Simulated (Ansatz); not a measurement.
# Nudged elastic band run: C3H8FNOSi

The input (input.yaml):

```yaml
crystal:
  periodic: [false, false, false]
  atoms:
    - { symbol: C, position_ang: [0.612346, -0.980702, 1.412369] }
    - { symbol: C, position_ang: [1.086609, -0.794531, 0.016478] }
    - { symbol: O, position_ang: [2.115275, -1.606312, -0.315466] }
    - { symbol: C, position_ang: [0.585219, 0.080961, -0.876498] }
    - { symbol: F, position_ang: [1.238339, 0.054954, -2.101755] }
    - { symbol: Si, position_ang: [-0.785745, 1.333626, -0.791559] }
    - { symbol: "N", position_ang: [-2.017998, 0.773997, 0.29225] }
    - { symbol: H, position_ang: [0.344285, -2.031082, 1.575415] }
    - { symbol: H, position_ang: [-0.256727, -0.352405, 1.618439] }
    - { symbol: H, position_ang: [1.41861, -0.738357, 2.114549] }
    - { symbol: H, position_ang: [2.350464, -1.388082, -1.232838] }
    - { symbol: H, position_ang: [-0.364009, 2.653954, -0.240122] }
    - { symbol: H, position_ang: [-1.186113, 1.547688, -2.215543] }
    - { symbol: H, position_ang: [-2.53245, -0.066436, 0.062694] }
    - { symbol: H, position_ang: [-2.629804, 1.462026, 0.71099] }
basis:
  gaussian: { orbitals: "6-31G*" }
hamiltonian:
  xc: pbe0
  dispersion: d4
neb:
  order_check: false
  images: 7
  f_tol: 0.05
  max_iterations: 37
  initial_path: idpp
  final_atoms:
    - { symbol: C, position_ang: [1.84596627, -1.50264554, 0.79233081] }
    - { symbol: C, position_ang: [0.67254556, -0.63546331, 0.48936338] }
    - { symbol: O, position_ang: [-0.3395079, -0.79495167, 1.36459317] }
    - { symbol: C, position_ang: [0.62967398, 0.22503264, -0.5520454] }
    - { symbol: F, position_ang: [1.73141972, 0.29491145, -1.36904179] }
    - { symbol: Si, position_ang: [-0.75423823, 1.36348338, -1.00685463] }
    - { symbol: "N", position_ang: [-2.14533476, 0.76668843, -0.09707261] }
    - { symbol: H, position_ang: [2.23986054, -1.25984697, 1.78606677] }
    - { symbol: H, position_ang: [2.6339773, -1.369917, 0.05061714] }
    - { symbol: H, position_ang: [1.53583392, -2.55358785, 0.8131459] }
    - { symbol: H, position_ang: [-1.09883087, -0.23038786, 1.07469204] }
    - { symbol: H, position_ang: [-0.56043145, 2.7704691, -0.55208002] }
    - { symbol: H, position_ang: [-0.94533856, 1.37471723, -2.48659331] }
    - { symbol: H, position_ang: [-2.68677301, 0.02840102, -0.53569905] }
    - { symbol: H, position_ang: [-2.78052152, 1.47239594, 0.25798062] }
```

Command:

```bash
$ ansatz run input.yaml --threads 2 --pin off --max-ram 3072MiB --backend cpu --events-out ev --progress --plain --runs-dir out
```

Output, in part (warnings, iteration lines):

```
NEB end point (image 0): max|allowed force component| = 7.887e-3 eV/Å (the criterion of neb.relax_end_points is 1.000e-2)
NEB end point (image 8): max|allowed force component| = 1.533e-2 eV/Å (the criterion of neb.relax_end_points is 1.000e-2)
NEB iter   1: max|band force component| = 3.797e0 eV/Å  barrier→ = 3.6754 eV  barrier← = 3.8075 eV  Δτ_max = 0.2000 Å  (293 SCF iters)
NEB iter   2: max|band force component| = 1.013e0 eV/Å  barrier→ = 2.8580 eV  barrier← = 2.9901 eV  Δτ_max = 0.2000 Å  (236 SCF iters)
NEB iter   3: max|band force component| = 7.229e-1 eV/Å  barrier→ = 2.6367 eV  barrier← = 2.7687 eV  Δτ_max = 0.2000 Å  (210 SCF iters)
NEB iter   4: max|band force component| = 5.293e-1 eV/Å  barrier→ = 2.4607 eV  barrier← = 2.5927 eV  Δτ_max = 0.2000 Å  (208 SCF iters)
NEB iter   5: max|band force component| = 6.017e-1 eV/Å  barrier→ = 2.1676 eV  barrier← = 2.2997 eV  Δτ_max = 0.1005 Å  (209 SCF iters)
NEB iter   6: max|band force component| = 7.152e-1 eV/Å  barrier→ = 2.0242 eV  barrier← = 2.1563 eV  CI = image 4  Δτ_max = 0.1005 Å  (210 SCF iters)
NEB iter   7: max|band force component| = 7.455e-1 eV/Å  barrier→ = 1.9404 eV  barrier← = 2.0725 eV  CI = image 4  Δτ_max = 0.1004 Å  (209 SCF iters)
NEB iter   8: max|band force component| = 9.823e-1 eV/Å  barrier→ = 1.9169 eV  barrier← = 2.0489 eV  CI = image 4  Δτ_max = 0.1998 Å  (209 SCF iters)
NEB iter   9: max|band force component| = 1.614e0 eV/Å  barrier→ = 2.4314 eV  barrier← = 2.5635 eV  CI = image 4  Δτ_max = 0.2000 Å  (209 SCF iters)
NEB iter  10: max|band force component| = 1.464e0 eV/Å  barrier→ = 2.6199 eV  barrier← = 2.7520 eV  CI = image 4  Δτ_max = 0.2000 Å  (210 SCF iters)
NEB iter  11: max|band force component| = 1.339e0 eV/Å  barrier→ = 2.7466 eV  barrier← = 2.8787 eV  CI = image 4  Δτ_max = 0.2000 Å  (213 SCF iters)
NEB iter  12: max|band force component| = 1.374e0 eV/Å  barrier→ = 2.9844 eV  barrier← = 3.1164 eV  CI = image 4  Δτ_max = 0.1987 Å  (203 SCF iters)
NEB iter  13: max|band force component| = 1.628e0 eV/Å  barrier→ = 3.4504 eV  barrier← = 3.5824 eV  CI = image 4  Δτ_max = 0.1958 Å  (213 SCF iters)
NEB iter  14: max|band force component| = 1.222e0 eV/Å  barrier→ = 2.7027 eV  barrier← = 2.8348 eV  CI = image 4  Δτ_max = 0.1000 Å  (225 SCF iters)
NEB iter  15: max|band force component| = 1.419e0 eV/Å  barrier→ = 2.8291 eV  barrier← = 2.9611 eV  CI = image 4  Δτ_max = 0.0990 Å  (211 SCF iters)
NEB iter  16: max|band force component| = 1.693e0 eV/Å  barrier→ = 3.0257 eV  barrier← = 3.1577 eV  CI = image 4  Δτ_max = 0.1007 Å  (204 SCF iters)
NEB iter  17: max|band force component| = 1.756e0 eV/Å  barrier→ = 3.2373 eV  barrier← = 3.3694 eV  CI = image 4  Δτ_max = 0.2000 Å  (209 SCF iters)
NEB iter  18: max|band force component| = 1.571e0 eV/Å  barrier→ = 3.2775 eV  barrier← = 3.4096 eV  CI = image 4  Δτ_max = 0.1995 Å  (214 SCF iters)
NEB iter  19: max|band force component| = 1.434e0 eV/Å  barrier→ = 3.2666 eV  barrier← = 3.3987 eV  CI = image 4  Δτ_max = 0.1984 Å  (208 SCF iters)
NEB iter  20: max|band force component| = 1.304e0 eV/Å  barrier→ = 3.3406 eV  barrier← = 3.4727 eV  CI = image 4  Δτ_max = 0.1977 Å  (213 SCF iters)
NEB iter  21: max|band force component| = 1.318e0 eV/Å  barrier→ = 3.4096 eV  barrier← = 3.5417 eV  CI = image 4  Δτ_max = 0.1987 Å  (212 SCF iters)
NEB iter  22: max|band force component| = 1.515e0 eV/Å  barrier→ = 3.1422 eV  barrier← = 3.2743 eV  CI = image 4  Δτ_max = 0.1009 Å  (229 SCF iters)
NEB iter  23: max|band force component| = 1.309e0 eV/Å  barrier→ = 3.1868 eV  barrier← = 3.3189 eV  CI = image 4  Δτ_max = 0.1003 Å  (208 SCF iters)
NEB iter  24: max|band force component| = 1.325e0 eV/Å  barrier→ = 3.2100 eV  barrier← = 3.3420 eV  CI = image 4  Δτ_max = 0.1382 Å  (206 SCF iters)
NEB iter  25: max|band force component| = 1.008e0 eV/Å  barrier→ = 3.3541 eV  barrier← = 3.4862 eV  CI = image 4  Δτ_max = 0.2000 Å  (218 SCF iters)
NEB iter  26: max|band force component| = 1.517e0 eV/Å  barrier→ = 3.1943 eV  barrier← = 3.3264 eV  CI = image 4  Δτ_max = 0.1001 Å  (237 SCF iters)
NEB iter  27: max|band force component| = 1.459e0 eV/Å  barrier→ = 3.2116 eV  barrier← = 3.3436 eV  CI = image 4  Δτ_max = 0.1974 Å  (211 SCF iters)
NEB iter  28: max|band force component| = 1.030e0 eV/Å  barrier→ = 3.3863 eV  barrier← = 3.5183 eV  CI = image 4  Δτ_max = 0.2000 Å  (217 SCF iters)
NEB iter  29: max|band force component| = 1.177e0 eV/Å  barrier→ = 3.2032 eV  barrier← = 3.3352 eV  CI = image 4  Δτ_max = 0.1001 Å  (230 SCF iters)
NEB iter  30: max|band force component| = 1.119e0 eV/Å  barrier→ = 3.1687 eV  barrier← = 3.3008 eV  CI = image 4  Δτ_max = 0.1808 Å  (198 SCF iters)
NEB iter  31: max|band force component| = 1.203e0 eV/Å  barrier→ = 3.2117 eV  barrier← = 3.3437 eV  CI = image 4  Δτ_max = 0.0905 Å  (207 SCF iters)
NEB iter  32: max|band force component| = 9.890e-1 eV/Å  barrier→ = 3.2523 eV  barrier← = 3.3844 eV  CI = image 4  Δτ_max = 0.1813 Å  (205 SCF iters)
NEB iter  33: max|band force component| = 1.542e0 eV/Å  barrier→ = 3.0592 eV  barrier← = 3.1913 eV  CI = image 4  Δτ_max = 0.0906 Å  (221 SCF iters)
NEB iter  34: max|band force component| = 1.387e0 eV/Å  barrier→ = 3.1164 eV  barrier← = 3.2484 eV  CI = image 4  Δτ_max = 0.1823 Å  (210 SCF iters)
NEB iter  35: max|band force component| = 1.523e0 eV/Å  barrier→ = 3.2070 eV  barrier← = 3.3390 eV  CI = image 4  Δτ_max = 0.1803 Å  (210 SCF iters)
NEB iter  36: max|band force component| = 1.040e0 eV/Å  barrier→ = 3.2117 eV  barrier← = 3.3438 eV  CI = image 4  Δτ_max = 0.0904 Å  (252 SCF iters)
NEB iter  37: max|band force component| = 1.001e0 eV/Å  barrier→ = 3.2315 eV  barrier← = 3.3636 eV  CI = image 4  Δτ_max = 0.0912 Å  (200 SCF iters)
Error: NEB band did not converge after 37 iterations: max|band force component| = 1.00e0 eV/Å (threshold 5.0e-2); raise `neb.max_iterations` in a new run, which can start from the last band evaluated (`neb.initial_path`, with `crystal.atoms` and `neb.final_atoms` set to its first and last images), …
```

The run ended unconverged. The band didn't meet its force threshold, so its energies are provisional: the largest band force was still 1.00 eV/Å, and over the last iterations the top moved between 3.21 and 3.23 eV. Neighbouring images lie up to 2.3 Å apart, so the band is torn or far too coarse.

Final band (atoms are numbered from 1 in the order of the input):

```json
{"image": "0", "path coordinate (Å)": "0.00", "energy (eV)": "0.00", "dihedral O3–C2–C4–Si6 (°)": "-180"}
{"image": "1", "path coordinate (Å)": "1.85", "energy (eV)": "0.03", "dihedral O3–C2–C4–Si6 (°)": "-180"}
{"image": "2", "path coordinate (Å)": "3.69", "energy (eV)": "0.04", "dihedral O3–C2–C4–Si6 (°)": "178"}
{"image": "3", "path coordinate (Å)": "5.54", "energy (eV)": "0.44", "dihedral O3–C2–C4–Si6 (°)": "133"}
{"image": "4", "path coordinate (Å)": "7.38", "energy (eV)": "3.23", "dihedral O3–C2–C4–Si6 (°)": "98"}
{"image": "5", "path coordinate (Å)": "9.69", "energy (eV)": "0.33", "dihedral O3–C2–C4–Si6 (°)": "43"}
{"image": "6", "path coordinate (Å)": "12.01", "energy (eV)": "-0.09", "dihedral O3–C2–C4–Si6 (°)": "-12"}
{"image": "7", "path coordinate (Å)": "14.32", "energy (eV)": "-0.10", "dihedral O3–C2–C4–Si6 (°)": "0"}
{"image": "8", "path coordinate (Å)": "16.63", "energy (eV)": "-0.13", "dihedral O3–C2–C4–Si6 (°)": "1"}
```

Time of the run: 21 min on 2 threads of Arm Neoverse V1 (shared host), peak memory 0.33 GiB.
